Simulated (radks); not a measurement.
Values are calculated unless marked as measured or tabulated.
Orbital eigenvalues (eV) of the niobium ion Nb+, [Kr] 4d4, at several levels of relativity; Dirac values are averaged over j with weights 2j + 1. Spin-unpolarised spherical Kohn-Sham, PBE, point nucleus unless stated (finite: rms radius 4.324 fm), a radial shooting solver on a logarithmic mesh with Libxc functionals. A level marked "c x" has the speed of light scaled by that factor and shares open shells by 2j + 1; other Dirac levels either fill j = l - 1/2 first or share by 2j + 1.

shell,non-rel.,scalar-rel.,"Dirac, c x 0.85","Dirac, c x 3","change of magnitude, last against first (%)"
1s,-18366,-18815,-18987,-18413,+0.26
2s,-2532.6,-2637.2,-2678.0,-2543.5,+0.43
2p,-2327.5,-2355.4,-2366.5,-2330.5,+0.13
3s,-426.18,-445.31,-452.88,-428.17,+0.47
3p,-348.20,-353.19,-355.28,-348.74,+0.15
3d,-205.70,-202.64,-201.23,-205.35,-0.17
4s,-61.720,-64.808,-66.050,-62.043,+0.52
4p,-40.295,-40.971,-41.277,-40.369,+0.18
4d,-9.4450,-9.3085,-9.2598,-9.4294,-0.17
5s (empty),-9.0196,-9.4210,-9.5881,-9.0616,+0.47
5p (empty),-5.6409,-5.7516,-5.8004,-5.6529,+0.21
